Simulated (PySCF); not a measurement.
# How methods differ on the excitation energy of Xe⁺

Xe⁺ [Kr] 4d10 5s2 5p5 (2P) → Xe⁺ [Kr] 4d10 5s1 5p6 (2S), as a difference of total energies. All numbers are calculated (PySCF 2.14, scalar relativity by spin-free X2C-1e, in x2c-TZVPPall with one added diffuse shell each of s, p, d, f type (9s7p5d3f, 76 functions)). Correlated levels: valence: [Kr] 4d10 frozen; valence and next inner shell: [Ar] 3d10 frozen. The calculations carry no spin-orbit coupling.

| method | excitation energy (eV) |
| --- | --- |
| UHF | 14.898 |
| LDA | 12.092 |
| PBE | 12.102 |
| PBE0 | 12.813 |
| r2SCAN | 12.561 |
| B97-3 | 12.806 |
| B3LYP | 12.660 |
| M06-2X | 13.273 |
| MN15 | 12.756 |
| MP2 (valence) | 13.124 |
| SCS-MP2 (valence) | 12.918 |
| MP2 (valence and next inner shell) | 12.548 |
| SCS-MP2 (valence and next inner shell) | 12.434 |

Task: How much does correlation contribute at MP2 (valence and next inner shell)?

Result: 12.548 − (14.898) = -2.350 eV, measured against UHF.

Errors of the correlated levels include the incompleteness of this basis and the frozen core.

Every method misses the reference by a wide margin, which points to the basis or the choice of state and not to the methods.

For comparison: 10.831 eV (measured; NIST levels, between the centres of gravity of the two terms).
